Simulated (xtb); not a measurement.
GeTe, charge +1, doublet, from a rough starting geometry (a state made from the parent by changing its charge; the spin is typed, not shown lowest); GFN2-xTB (xtb).

The xtb input:
```
$ xtb mol.xyz --gfn 2 --chrg 1 --uhf 1 --opt vtight --json

# file mol.xyz
2

Ge     1.19047168     0.02743444     0.02881698
Te    -1.17738017    -0.00075439    -0.01684682
```

The log (banner, timings and long lists left out):

```
   ID    Z sym.   atoms
    1   32 Ge     1
    2   52 Te     2

           -------------------------------------------------
          |                Calculation Setup                |
           -------------------------------------------------

           -------------------------------------------------
          |                 G F N 2 - x T B                 |
           -------------------------------------------------

          ...................................................
          :                      SETUP                      :
          :.................................................:
          :  # basis functions                  20          :
          :  # atomic orbitals                  18          :
          :  # shells                            6          :
          :  # electrons                         9          :
          :  max. iterations                   250          :
          :  Hamiltonian                  GFN2-xTB          :
          :  restarted?                      false          :
          :  GBSA solvation                  false          :
          :  PC potential                    false          :
          :  electronic temp.          300.0000000     K    :
          :  accuracy                    1.0000000          :
          :  -> integral cutoff          0.2500000E+02      :
          :  -> integral neglect         0.1000000E-07      :
          :  -> SCF convergence          0.1000000E-05 Eh   :
          :  -> wf. convergence          0.1000000E-03 e    :
          :  Broyden damping             0.4000000          :
          :  net charge                          1          :
          :  unpaired electrons                  1          :
          ...................................................

 iter      E             dE          RMSdq      gap      omega  full diag
   1     -3.7030523 -0.370305E+01  0.347E+01    1.97       0.0  T
   2     -0.7977061  0.290535E+01  0.595E+01    4.41       1.0  T
   3     -4.5407003 -0.374299E+01  0.237E+01    2.78       1.0  T
   4     -3.4342429  0.110646E+01  0.278E+01    1.94       1.0  T
   5     -4.3977177 -0.963475E+00  0.172E+01    3.71       1.0  T
   6     -4.3610175  0.367001E-01  0.202E+01    3.76       1.0  T
   7     -4.3716800 -0.106624E-01  0.196E+01    3.76       1.0  T
   8     -4.5012443 -0.129564E+00  0.889E+00    3.40       1.0  T
   9     -4.5266658 -0.254216E-01  0.123E+01    3.19       1.0  T
  10     -4.5264242  0.241659E-03  0.123E+01    3.19       1.0  T
  11     -4.5313479 -0.492368E-02  0.156E+01    3.12       1.0  T
  12     -4.5331338 -0.178594E-02  0.170E+01    3.09       1.0  T
  13     -4.5319685  0.116530E-02  0.157E+01    3.11       1.0  T
  14     -4.5301389  0.182964E-02  0.130E+01    3.15       1.0  T
  15     -4.5294411  0.697737E-03  0.103E+01    3.17       1.0  T
  16     -4.5303648 -0.923676E-03  0.799E+00    3.17       1.0  T
  17     -4.5327521 -0.238732E-02  0.608E+00    3.15       1.0  T
  18     -4.5363176 -0.356548E-02  0.430E+00    3.11       1.0  T
  19     -4.5401161 -0.379851E-02  0.259E+00    3.05       1.0  T
  20     -4.5425008 -0.238469E-02  0.121E+00    2.99       1.0  T
  21     -4.5432432 -0.742362E-03  0.420E-01    2.95       1.0  T
  22     -4.5433502 -0.107037E-03  0.108E-01    2.94       1.0  T
  23     -4.5433571 -0.687799E-05  0.159E-02    2.93       4.5  T
  24     -4.5433570  0.827619E-07  0.165E-02    2.93       4.3  T
  25     -4.5433571 -0.146608E-06  0.449E-03    2.93      15.7  T
  26     -4.5433571 -0.488145E-09  0.114E-03    2.93      61.9  T
  27     -4.5433571 -0.127827E-10  0.150E-05    2.93    4716.6  T
  28     -4.5433571  0.897060E-13  0.890E-06    2.93    7945.3  T

   *** convergence criteria satisfied after 28 iterations ***

         :::::::::::::::::::::::::::::::::::::::::::::::::::::
         ::                     SUMMARY                     ::
         :::::::::::::::::::::::::::::::::::::::::::::::::::::
[...]
         :: total energy              -4.530413797042 Eh    ::
 * total energy  :    -4.5304138 Eh     change       -0.8881784E-13 Eh
 * total energy  :    -4.5204098 Eh     change        0.1000398E-01 Eh
 * total energy  :    -4.5339077 Eh     change       -0.1349788E-01 Eh
 * total energy  :    -4.5348118 Eh     change       -0.9040824E-03 Eh
 * total energy  :    -4.5365144 Eh     change       -0.1702659E-02 Eh
 * total energy  :    -4.5365874 Eh     change       -0.7296710E-04 Eh
 * total energy  :    -4.5365889 Eh     change       -0.1469701E-05 Eh
 * total energy  :    -4.5365895 Eh     change       -0.6686456E-06 Eh
 * total energy  :    -4.5365895 Eh     change        0.1704308E-09 Eh
 * total energy  :    -4.5365895 Eh     change       -0.1928839E-09 Eh
   *** GEOMETRY OPTIMIZATION CONVERGED AFTER 10 ITERATIONS ***
         :: total energy              -4.536589539541 Eh    ::
[...]
         :: -> anisotropic ES         -0.001970717587 Eh    ::
         :: -> anisotropic XC         -0.000851609829 Eh    ::
         :: -> dispersion             -0.001073930729 Eh    ::
         :: repulsion energy           0.004690545036 Eh    ::
         :: add. restraining           0.000000000000 Eh    ::
         :: total charge               1.000000000000 e     ::
         :::::::::::::::::::::::::::::::::::::::::::::::::::::

           -------------------------------------------------
          |                Property Printout                |
           -------------------------------------------------

    * Orbital Energies and Occupations

         #    Occupation            Energy/Eh            Energy/eV
      -------------------------------------------------------------
         1        2.0000           -1.1481917             -31.2439
         2        2.0000           -1.0172730             -27.6814
         3        2.0000           -0.7027424             -19.1226
         4        1.5000           -0.6883223             -18.7302
         5        1.5000           -0.6883223             -18.7302 (HOMO)
         6                         -0.5972743             -16.2527 (LUMO)
         7                         -0.5972743             -16.2527
         8                         -0.4885985             -13.2954
         9                         -0.4086688             -11.1204
        10                         -0.4086688             -11.1204
        11                         -0.3283644              -8.9352
        12                         -0.3283644              -8.9352
        13                         -0.3108290              -8.4581
        14                         -0.3108290              -8.4581
        15                         -0.1988039              -5.4097
        16                         -0.1528208              -4.1585
       ...                                ...                  ...
        18                          0.5809942              15.8097
      -------------------------------------------------------------
                  HL-Gap            0.0910480 Eh            2.4775 eV
             Fermi-level           -0.6655603 Eh          -18.1108 eV

     #   Z          covCN         q      C6AA      α(0)
     1  32 Ge       0.946     0.694   265.778    34.865
     2  52 Te       0.946     0.306   404.516    37.483

 Mol. C6AA /au·bohr⁶  :       1320.178909
 Mol. C8AA /au·bohr⁸  :     128378.366563
 Mol. α(0) /au        :         72.348007

Wiberg/Mayer (AO) data.
largest (>0.10) Wiberg bond orders for each atom

 ---------------------------------------------------------------------------
     #   Z sym  total        # sym  WBO       # sym  WBO       # sym  WBO
 ---------------------------------------------------------------------------
     1  32 Ge   1.669 --     2 Te   1.669
     2  52 Te   1.669 --     1 Ge   1.669
 ---------------------------------------------------------------------------

Topologies differ in total number of bonds
Writing topology from bond orders to xtbtopo.mol

molecular dipole:
                 x           y           z       tot (Debye)
 q only:        0.934       0.036       0.029
   full:        1.904       0.048       0.048       4.843
molecular quadrupole (traceless):
                xx          xy          yy          xz          yz          zz
 q only:        5.645       0.136      -2.823       0.179       0.003      -2.822
  q+dip:        6.938       0.196      -3.469       0.232       0.005      -3.468
   full:        2.501       0.116      -1.250       0.104       0.003      -1.251

optimized geometry written to: xtbopt.xyz

           -------------------------------------------------
          | TOTAL ENERGY               -4.536589539541 Eh   |
          | GRADIENT NORM               0.000001116674 Eh/α |
          | HOMO-LUMO GAP               2.477541744338 eV   |
           -------------------------------------------------
```
